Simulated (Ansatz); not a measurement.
`[CH3][Ga]([SH])[SH]` + H₂ → `[CH3][GaH][SH]` + H₂S at 600 K and 1 bar (hydrogenolysis of a Ga–S bond).

Isolated molecules relaxed with PBE0-D4/def2-TZVP in Ansatz; ΔE leaves out vibrations. CCSD(T)/CBS is the MP2 limit (def2-TZVPP, def2-QZVPP) plus CCSD(T) − MP2 in def2-TZVPP, frozen cores. This one scheme is used for every species. For Ga outer-core shells are correlated without core-valence functions, which leaves a few kJ/mol of doubt a bond. Scalar relativity is left out up to krypton. One conformer a species, not always the lowest.

```json
{"species": "`[CH3][Ga]([SH])[SH]`", "CCSD(T)/CBS energy (Eh)": "-2760.64130", "H − E (kJ/mol)": "206.7", "S (J/(mol·K))": "466.5"}
{"species": "H₂", "CCSD(T)/CBS energy (Eh)": "-1.17544", "H − E (kJ/mol)": "43.9", "S (J/(mol·K))": "150.8"}
{"species": "`[CH3][GaH][SH]`", "CCSD(T)/CBS energy (Eh)": "-2362.81343", "H − E (kJ/mol)": "187.0", "S (J/(mol·K))": "407.7"}
{"species": "H₂S", "CCSD(T)/CBS energy (Eh)": "-398.97279", "H − E (kJ/mol)": "60.8", "S (J/(mol·K))": "230.9"}
```

H − E and S are ideal-gas, rigid-rotor, harmonic terms from PBE0-D4/def2-TZVP, for one conformer and one mirror image of each species. For small species the MP2-based limit differs from directly extrapolated CCSD(T) by up to some mEh (0.8 for H₂); such offsets cancel only in part. 1 Eh = 2625.50 kJ/mol, R = 8.31446 J/(mol·K).

**Question.** By hand: ΔE, ΔH, ΔS and ΔG.

**Answer.** ΔE = (-2362.81343) + (-398.97279) − (-2760.64130) − (-1.17544) = 0.03052 Eh = 80.1 kJ/mol. Δ(H − E) = 187.0 + 60.8 − 206.7 − 43.9 = -2.8, so ΔH = 77.3 kJ/mol. ΔS = 407.7 + 230.9 − 466.5 − 150.8 = 21.3 J/(mol·K). ΔG = 77.3 − 600 × (21.3)/1000 = 64.5 kJ/mol.

**Question.** By hand: the equilibrium constant, and the temperature at which ΔG would vanish if ΔH and ΔS stayed fixed.

**Answer.** log₁₀ K = −ΔG/(RT ln 10) = -5.6. ΔG = 0 at ΔH/ΔS = 3629 K, far beyond where these terms or the molecules hold.

ΔH outweighs TΔS. A doubt of 5 kJ/mol in ΔE shifts log₁₀ K by 0.4 here. Other conformers and mirror images would add mixing entropy, several J/(mol·K) or more a flexible species. Modes under 60 cm⁻¹, often nearly free rotors, make the harmonic entropy too high. These are equilibria of isolated gas molecules and say nothing of rates. Largest T1 diagnostic: 0.012 (customary marks: 0.02 for closed shells, 0.045 for open ones).
